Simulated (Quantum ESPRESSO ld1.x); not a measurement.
The numbers below are computed, except where a source is named.
One sound ld1.x (Quantum ESPRESSO 7.5) input for neutral fluorine gives E = -99.4481 hartree in 25 iterations:

```
 &input
    zed=9.0,
    iswitch=1,
    rel=1,
    dft='PBESOL',
    config='[He] 2s2 2p5',
    prefix='ld1',
    max_out_wfc=37,
    file_charge='ld1.rho',
 /
```

Changed or added lines, one case at a time, and what came of them:

- noscf=.true.: ran as typed. With noscf the program prints the levels of a bare nucleus, with no screening and no total energy; they are not those of the atom.
- config='[He] 2s2 2p5 5g1': refused. The program stops in el_config with "l not found:G": the config string knows s, p, d and f alone.
- beta=0.01: harmless. The cycle still converges, in 147 iterations against 25.
- config='[He] 2s2 2p5 2p5': refused. The program stops in el_config with "wavefunction 2P found too many times": a shell may stand twice only as spin up and down (lsd = 1) or as its two j (rel = 2, l > 0), within their capacities.
- dft='HF': refused. The program stops in ld1_setup with "HF not implemented yet": ld1.x has no Hartree-Fock; KLI and OEP are its exact-exchange options.
- config='[He] 2s2 2p5 1s1': refused. The program stops in el_config with "wavefunction 1S found too many times": the bracketed core already holds 1s.
- lsd=2: refused. The program stops in ld1_readin with "lsd not correct": lsd takes 0 or 1.
